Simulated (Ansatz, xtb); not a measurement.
System: BCl (charge 0, singlet). SMILES: [B]Cl
Geometry from a B3LYP-D3(BJ)/def2-TZVP (Ansatz, a program for electronic structure) optimisation:
```xyz
2

B      0.0000     0.0000    -1.3302
Cl     0.0000     0.0000     0.3912
```

Harmonic wavenumbers from GFN2-xTB (xtb, at its own minimum), cm⁻¹: 1100.

**Question.** Give the harmonic wavenumbers at B3LYP-D3(BJ)/def2-TZVP (Ansatz, finite differences of forces, unscaled).

**Answer.** 830 cm⁻¹. Zero-point energy 1.2 kcal/mol.

**Question.** From these and the geometry, give the ideal-gas thermochemistry at 298.15 K and 1 atm (rigid rotor, harmonic oscillator).

**Answer.** Point group C∞v, rotational symmetry number 1. Rotational constants 20.59, 20.59 GHz. S(trans) 37.42, S(rot) 13.33, S(vib) 0.18, S(elec, spin only) 0.00, S 50.9 cal/(mol K). H(298) - H(0) 2.12 kcal/mol; G - E(el) -11.9 kcal/mol.
